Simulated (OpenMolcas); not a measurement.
Tb3+ in a point-charge field

Tb3+ among 8 point charges of -0.5 e arranged as a hexagonal bipyramid (D6h), 2.69 Å from the ion, with the axial distance 2.663 Å.
```
   2.6900    0.0000    0.0000  -0.50
   1.3450    2.3296    0.0000  -0.50
  -1.3450    2.3296    0.0000  -0.50
  -2.6900    0.0000    0.0000  -0.50
  -1.3450   -2.3296    0.0000  -0.50
   1.3450   -2.3296    0.0000  -0.50
   0.0000    0.0000    2.6631  -0.50
   0.0000    0.0000   -2.6631  -0.50
```

```json
{
  "Program": "OpenMolcas",
  "Method": "CASSCF",
  "Basis": "ANO-RCC-VDZP [7s6p4d2f1g]",
  "Scalar Hamiltonian": "DKH2, point nucleus",
  "Active space": "8 electrons in 7 orbitals (4f)",
  "State averaging": "2S+1 = 7 even, 7 roots; 2S+1 = 5 even, 62 roots kept (CI in the orbitals of an earlier block); 2S+1 = 3 even, 1 root kept (CI in the orbitals of an earlier block, 0 in the spin-orbit step)",
  "Spin-orbit coupling": "state interaction with AMFI integrals over the reference wave functions"
}
```

The lowest spin-free states, above the lowest:

| State | Degeneracy | E (cm-1) | Free-ion L (%) |
| --- | --- | --- | --- |
| 2S+1 = 7 | 2 | 0.0 | F (100) |
| 2S+1 = 7 | 1 | 13.3 | F (100) |
| 2S+1 = 7 | 2 | 28.4 | F (100) |
| 2S+1 = 7 | 1 | 272.5 | F (100) |
| 2S+1 = 7 | 1 | 298.4 | F (100) |
| 2S+1 = 5 | 1 | 25565 | D (100) |
| 2S+1 = 5 | 2 | 25596 | D (100) |
| 2S+1 = 5 | 2 | 25674 | D (100) |
| 2S+1 = 5 | 1 | 29256 | L (100) |
| 2S+1 = 5 | 2 | 29262 | L (100) |
| 2S+1 = 5 | 2 | 29269 | L (100) |
| 2S+1 = 5 | 2 | 29279 | L (100) |
| 2S+1 = 5 | 1 | 29299 | L (100) |
| 2S+1 = 5 | 1 | 29306 | L (100) |
| 2S+1 = 5 | 2 | 29329 | L (100) |
| 2S+1 = 5 | 2 | 29331 | L (100) |
| 2S+1 = 5 | 2 | 29348 | L (100) |
| 2S+1 = 5 | 2 | 29353 | L (100) |
| 2S+1 = 5 | 3 | 30605 | G (100) |
| 2S+1 = 5 | 2 | 30611 | G (100) |

The lowest levels with spin-orbit coupling:

| E (cm-1) | Degeneracy | 2S+1 | J | |mJ| (%) | g |
| --- | --- | --- | --- | --- | --- |
| 0.0 | 1 | 7 | 6.00 | 0 (100) |  |
| 2.0 | 2 | 7 | 6.00 | 1 (100) | 0.00 0.00 3.01 |
| 9.9 | 2 | 7 | 6.00 | 2 (100) | 0.00 0.00 6.02 |
| 27.8 | 1 | 7 | 6.00 | 3 (100) |  |
| 29.7 | 1 | 7 | 6.00 | 3 (100) |  |
| 67.5 | 2 | 7 | 6.00 | 4 (100) | 0.00 0.00 12.09 |
| 140.9 | 2 | 7 | 6.00 | 5 (100) | 0.00 0.00 15.09 |
| 276.2 | 2 | 7 | 6.00 | 6 (100) | 0.00 0.00 17.95 |
| 2007 | 1 | 7 | 5.00 | 0 (100) |  |
| 2018 | 2 | 7 | 5.00 | 1 (100) | 0.00 0.00 3.09 |
| 2047 | 2 | 7 | 5.00 | 2 (100) | 0.00 0.00 6.13 |
| 2084 | 1 | 7 | 5.00 | 3 (100) |  |
| 2091 | 1 | 7 | 4.99 | 3 (100) |  |
| 2128 | 2 | 7 | 5.00 | 4 (100) | 0.00 0.00 12.06 |
| 2155 | 2 | 7 | 5.00 | 5 (100) | 0.00 0.00 14.84 |
| 3420 | 1 | 7 | 4.00 | 0 (100) |  |
| 3431 | 2 | 7 | 4.00 | 1 (100) | 0.00 0.00 3.17 |
| 3459 | 2 | 7 | 4.00 | 2 (75) | 0.00 0.00 1.78 |
| 3469 | 2 | 7 | 4.00 | 4 (75) | 0.00 0.00 7.31 |
| 3487 | 1 | 7 | 4.00 | 3 (100) |  |

Powder χT (cm3 K/mol): 9.15 at 2 K, 11 at 10 K, 11.6 at 50 K, 11.7 at 100 K, 11.7 at 200 K, 11.8 at 300 K. The effective moment at 300 K is 2.828 √(χT) = 9.70 μB.

Hund's rules give f8 the level 7F6 with g = 1.500, so an isolated free-ion multiplet has χT = g² J(J+1) / 8 = 11.812 cm3 K/mol. The computed 11.776 at 300 K differs by 0 %, through the field's splitting, the mixing of terms and any other multiplet in reach.

Stevens parameters of the J = 6 multiplet, which is 276 cm-1 wide (cm-1, z along the main axis): B20 = 2.495e+00, B40 = 5.020e-03, B60 = 5.209e-06, B66 = -3.143e-05.

High states are left out of the spin-orbit mixing, which shifts the levels that they would mix with. This is an electrostatic model: the charges have no orbitals. An unlabelled pair can be two single states that coincide in this model. A group larger than the point group allows holds several states that coincide in this model. The first state left out of the spin-orbit step lies near 46000 cm-1 above the lowest spin-free state of the reference (among the parities and spins computed), and the lists stop at four fifths of that energy or lower. No measured value stands beside these numbers.

The RASSCF and RASSI steps took 57 s on 1 thread of Arm Neoverse V1, on a shared host; the integral step is not counted.

A state without a sure symmetry label is named by its multiplicity alone. With an even number of electrons the g values are those of a degenerate or nearly degenerate non-Kramers pair.
